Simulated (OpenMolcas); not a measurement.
Computed levels of 5s² 5p² in ions with 50 electrons, in cm-1 above ³P₀.

* Program: OpenMolcas 26.06
* Method: RASSCF
* Basis: ANO-R2
* Scalar Hamiltonian: X2C, finite nucleus
* Spin-orbit coupling: state interaction with AMFI integrals over the reference wave functions, term energies averaged over their components

Active space for each ion: 4 electrons in 9 orbitals (RAS2 5s 5p; RAS3 5d, at most 2 electrons).

```json
{"Level": "³P₁", "Sn": "1416", "Sb+": "2465", "I3+": "5535", "Xe4+": "7619"}
{"Level": "³P₂", "Sn": "3135", "Sb+": "5077", "I3+": "9983", "Xe4+": "12960"}
{"Level": "¹D₂", "Sn": "10331", "Sb+": "13967", "I3+": "22374", "Xe4+": "27517"}
{"Level": "¹S₀", "Sn": "20093", "Sb+": "25945", "I3+": "38008", "Xe4+": "44705"}
```

Task: Estimate ³P₂, ¹D₂, ¹S₀ for Te2+ from its neighbours Sb+ and I3+.

Result: ³P₂ is fine structure, which grows about as the fourth power of a screened charge, so the fourth roots are averaged: ((5077^0.25 + 9983^0.25) / 2)^4 = 7222. The calculation gives 7378, so the estimate is off by -2.1 %; the measured value is 8167 (the list in Zhang, Palmeri, Quinet and Biemont, Astron. Astrophys. 551, A136 (2013)).
¹D₂ is another term, which grows about linearly with the charge: (13967 + 22374) / 2 = 18170. The calculation gives 17932, so the estimate is off by +1.3 %; the measured value is 17360 (the list in Zhang, Palmeri, Quinet and Biemont, Astron. Astrophys. 551, A136 (2013)).
¹S₀ is another term, which grows about linearly with the charge: (25945 + 38008) / 2 = 31976. The calculation gives 31851, so the estimate is off by +0.4 %; the measured value is 30398 (the list in Zhang, Palmeri, Quinet and Biemont, Astron. Astrophys. 551, A136 (2013)).

Active for correlation alone: 5d; no level in the range computed is led by a configuration that fills it, so any true level of that kind is missing. Some high roots are left out of the spin-orbit mixing, which shifts the levels that they would mix with (holds for Sn). Measured partners are found by configuration, term and J. A level has none where our copy of the source lacks it or the pairing is in doubt (some pairs that miss far off the trend of their configuration count as doubtful), and it then counts in no deviation. Levels of configurations outside the active space are missing.
